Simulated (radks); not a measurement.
Coulomb parameter of the 5d shell of the osmium ion Os+ in the model configuration [Xe] 4f14 5d6 6s1, as a second difference U = [E(n + 0.5) + E(n - 0.5) - 2 E(n)] / (0.5)^2 with all orbitals relaxed. "Bare": the charge of the atom changes with n. "Screened": the 6s shell takes up the change at fixed total charge, which measures U(5d,5d) + U(6s,6s) - 2 U(5d,6s). Calculated with a radial shooting solver on a logarithmic mesh with Libxc functionals: Dirac Kohn-Sham, BLYP, spin-unpolarised, spherical densities, finite nucleus; open shells are shared between the two j in proportion to 2j + 1; Fermi nuclear charge, rms radius 5.4126 fm.

| case | configuration | E - E(n) (eV) |
|---|---|---|
| start | [Xe] 4f14 5d6 6s1 | 0.000 |
| bare +0.5 | [Xe] 4f14 5d6.5 6s1 | -5.759 |
| bare -0.5 | [Xe] 4f14 5d5.5 6s1 | 8.336 |
| screened +0.5 | [Xe] 4f14 5d6.5 6s0.5 | -0.322 |
| screened -0.5 | [Xe] 4f14 5d5.5 6s1.5 | 0.569 |

U(bare) = 10.309 eV, U(screened by 6s) = 0.988 eV.
